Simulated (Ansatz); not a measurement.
Frontier orbitals of C2H6BBrO.

Cartesian coordinates in Å:
```
B -0.7169 1.3603 0.0224
C 0.2112 0.1387 -0.2747
C -0.1018 -1.2601 0.1122
O 1.2946 0.3143 -0.9839
Br 0.3592 1.3299 1.8557
H -1.8551 1.0782 0.2674
H -0.4622 2.3697 -0.5636
H -0.8417 -1.2894 0.9072
H 0.7867 -1.8234 0.4136
H -0.5290 -1.7425 -0.7762
H 1.8548 -0.4756 -0.9799
```

Total charge 0; spin multiplicity 1. Correlated methods include outer-core shells of Br, which these sets cover unevenly. Scalar relativity is left out up to krypton. The bonds changed during the relaxation, so this is another structure than the one it started from. Geometry: relaxed with PBE0-D4/def2-TZVP. It is one conformer, not always the lowest. Basis def2-TZVPP, Ansatz.

```tsv
functional	HOMO (eV)	LUMO (eV)	gap (eV)
PBE	-6.21	-2.92	3.29
PBE0	-7.46	-1.96	5.50
BHLYP	-8.56	-0.84	7.72
ωB97X-V	-9.79	0.22	10.01
ωB97M-V	-9.66	0.14	9.80
```

From PBE to PBE0 the HOMO moves by −1.25 eV and the LUMO by +0.96 eV, and with ωB97M-V by −3.45 and +3.05 eV, so the gap grows from 3.29 to 9.80 eV with exact exchange. A positive LUMO is unbound and depends on the basis.
